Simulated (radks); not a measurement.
The numbers below are computed, except where a source is named.
Isoelectronic series with 14 electrons, all held in the configuration [Ne] 3s2 3p2, which need not be the ground one along the series. Code: a radial shooting solver on a logarithmic mesh with Libxc functionals. Model: scalar-relativistic Kohn-Sham, PBE, spin-polarised, spherical densities, finite nucleus; open shells are filled with parallel spins first (spin-orbit coupling, left out, can overturn this in heavy ions); Fermi nuclear charge, rms radius of each element as measured or else 0.836 A^(1/3) + 0.57 fm. Total energies (hartree) and orbital eigenvalues (eV) (* marks an orbital that is empty in some or all of the ions):

| ion | E (hartree) | 3p down* | 3p up | 3s down |
|---|---|---|---|---|
| Si | -289.86592 | -2.9914 | -4.6208 | -9.6938 |
| S2+ | -397.84204 | -26.3545 | -29.0063 | -37.7244 |
| Ar4+ | -523.96729 | -63.3787 | -66.9372 | -79.4339 |
| Ca6+ | -668.26173 | -113.2030 | -117.6262 | -134.0055 |
| Ti8+ | -830.78869 | -175.5505 | -180.8182 | -201.2046 |
| Cr10+ | -1011.63422 | -250.3100 | -256.4113 | -280.9605 |
| Fe12+ | -1210.90066 | -337.4390 | -344.3677 | -373.2727 |
| Ni14+ | -1428.70490 | -436.9298 | -444.6824 | -478.1784 |
| Zn16+ | -1665.17659 | -548.7951 | -557.3698 | -595.7396 |
| Ge18+ | -1920.45934 | -673.0614 | -682.4573 | -726.0367 |
| Se20+ | -2194.71043 | -809.7650 | -819.9824 | -869.1656 |
| Kr22+ | -2488.10008 | -958.9505 | -969.9901 | -1025.236 |
| Sr24+ | -2800.81282 | -1120.669 | -1132.533 | -1194.370 |
| Zr26+ | -3133.04743 | -1294.979 | -1307.668 | -1376.704 |
